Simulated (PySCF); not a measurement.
Run record: geometry optimisation, Cl8H4N4Sn4.

Method: PBE0-D3(BJ)/def2-SVP geometry optimisation, gas phase, def2 core potentials past Kr (PySCF 2.14.0). Start geometry: GFN2-xTB. A driver script takes a list of jobs; this job's settings line and coordinates (Å) are shown.

Command:
```bash
OMP_NUM_THREADS=2 python probes_run.py task.json out
```

Input:
```
{"job": {"xc": "PBE0", "basis": "def2-SVP", "d3": "d3bj", "grid": 1, "maxiter": 40, "shake": 0.03, "kind": "geom"}, "charge": 0, "multiplicity": 1}
Sn    -0.611900     1.535360    -1.554340
Cl    -2.331050     0.348650    -2.518580
Cl    -0.616070     3.721240    -2.423430
N     -0.729260     1.693450     0.438770
Sn    -1.895840     0.315860     1.549710
Cl    -1.002090     0.461450     3.625210
Cl    -4.082410     0.794470     1.573380
N     -1.667750    -1.544550     0.849890
Sn     0.119910    -2.315150     0.539640
Cl     0.137200    -3.108610    -1.626150
Cl     0.478530    -3.943360     2.044000
N      1.485300    -0.854560     0.973600
Sn     2.318400     0.322140    -0.452110
Cl     2.986480     2.201490     0.651030
Cl     4.131750    -0.800520    -1.425110
N      1.013800     0.581960    -1.873660
H     -1.032460     2.662430     0.752890
H     -2.354420    -1.666040     0.081810
H      2.128200    -1.227650     1.642940
H      1.386100     0.836080    -2.750150
```

Output:
```
step   0  E = -4757.90494841  max force = 0.042170
step   1  E = -4757.92792356  max force = 0.012339
step   2  E = -4757.93058083  max force = 0.005340
step   3  E = -4757.93225358  max force = 0.003097
step   4  E = -4757.93306927  max force = 0.003982
step   5  E = -4757.93291090  max force = 0.004537
step   6  E = -4757.93407263  max force = 0.002386
step   7  E = -4757.93434344  max force = 0.001194
step   8  E = -4757.93447306  max force = 0.002000
step   9  E = -4757.93458876  max force = 0.001568
... (9 lines left out)
step  19  E = -4757.93551873  max force = 0.000895
step  20  E = -4757.93552657  max force = 0.000972
step  21  E = -4757.93553866  max force = 0.001079
step  22  E = -4757.93555475  max force = 0.001109
step  23  E = -4757.93557913  max force = 0.001083
step  24  E = -4757.93561133  max force = 0.000977
step  25  E = -4757.93565131  max force = 0.000800
step  26  E = -4757.93568690  max force = 0.000553
step  27  E = -4757.93570352  max force = 0.000336
step  28  E = -4757.93570707  max force = 0.000299
optimisation converged
```

Energies in Eh; «max force» is the largest Cartesian gradient component in Eh/bohr.

Problem. At which steps does the energy rise by more than 1e-5 Eh?

Solution. At steps 5 (+0.16 mEh) and 10 (+0.07 mEh).

Problem. How much energy does the optimisation release, in eV?

Solution. E(step 0) − E(last step) = 0.030759 Eh, which is 0.837 eV.

Summary of the converged run: final energy -4757.93571 Eh after 28 steps; dipole 0.37 D.

Problem. Where do the atoms end?

Solution. 0.289 Å rms from the input after alignment:
```
atom  x, y, z in Å
Sn1   -0.5834    1.4371   -1.7190
Cl2   -2.4248    0.4161   -2.7111
Cl3   -0.1957    3.4104   -2.8923
N4    -0.8453    1.9089    0.2210
Sn5   -1.8865    0.6703    1.4128
Cl6   -1.0489    0.7220    3.5824
Cl7   -4.1651    1.1541    1.5118
N8    -1.6207   -1.1246    0.5493
Sn9    0.0658   -2.1943    0.7327
Cl10   0.4355   -3.3913   -1.2294
Cl11   0.0278   -3.7681    2.4496
N12    1.5240   -0.8725    1.1554
Sn13   2.3920    0.1409   -0.3423
Cl14   3.0393    2.2609    0.3586
Cl15   4.2490   -0.8907   -1.2948
N16    0.9520    0.1510   -1.7437
H17   -0.8565    2.9060    0.4313
H18   -2.4642   -1.6169    0.2604
H19    2.0528   -1.0514    2.0076
H20    1.2152   -0.2536   -2.6409
```

Hardware: an AMD EPYC 7R43 with 2 threads, shared host with 256 logical CPUs at a one-minute load of 91.
Labels such as C1 count atoms from 1, the log's own numbers from 0.
